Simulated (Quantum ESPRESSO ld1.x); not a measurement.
Values are calculated unless marked as measured or tabulated.
Task: These are the eigenvalues of the occupied orbitals of an atom or ion with whole-number occupations (eV). Level of theory: Dirac Kohn-Sham, Engel-Vosko exchange with Perdew-Wang LDA correlation, spin-unpolarised, spherical densities, point nucleus (ld1.x of Quantum ESPRESSO 7.5).

1s1/2: -30308.7
2s1/2: -4627.05
2p1/2: -4326.93
2p3/2: -4075.36
3s1/2: -922.574
3p1/2: -800.373
3p3/2: -753.901
3d3/2: -539.520
3d5/2: -529.861
4s1/2: -167.435
4p1/2: -126.211
4p3/2: -117.722
4d3/2: -52.6325
4d5/2: -51.3901
5s1/2: -28.9949
5p1/2: -20.4351

Which element is it, and in what charge state? The configuration may be excited. Open shells, if any, fill j = l - 1/2 first.

Result: Z = 51, antimony, charge +2: Sb2+ in [Kr] 4d10 5s2 5p1. The list shows which subshells hold electrons but not how many an open one holds; the 1s level, -1113.8 hartree, gives Z - s = 47.2 by -(Z - s)^2/2, which with screening and relativity narrows Z to a few neighbours, and the depths of the outer levels then fix element, charge and occupations together.
